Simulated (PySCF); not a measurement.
# Working out the ionisation energy of Kr

Kr [Kr] (1S) → Kr+ [Ar] 3d10 4s2 4p5 (2P). All numbers are calculated (PySCF 2.14, scalar relativity through the core potential, in aug-cc-pVDZ-PP with ECP10MDF (5s4p3d, 32 functions)). Frozen: 3s2 3p6 3d10. Energies in hartree (1 hartree = 27.21139 eV):

| part | Kr (lower) | Kr+ (upper) |
| --- | --- | --- |
| UHF | -462.180310 | -461.697016 |
| CCSD correlation | -0.136967 | -0.111235 |
| (T) | -0.002014 | -0.001324 |

What does Hartree-Fock give?

(-461.697016) − (-462.180310) = 0.483294 hartree = 13.151 eV.

What do CCSD and CCSD(T) give?

The CCSD correlation energies differ by 0.025732 hartree = 0.700 eV and the triples by 0.000690 hartree = 0.019 eV, so CCSD gives 13.851 eV and CCSD(T) 13.870 eV.

Measured between the centres of the two terms (NIST): 14.222 eV, so CCSD(T) (valence) is off by -0.352 eV.

A double-zeta basis recovers only part of the correlation energy.

What remains against the reference includes basis incompleteness, the frozen core and higher excitations.
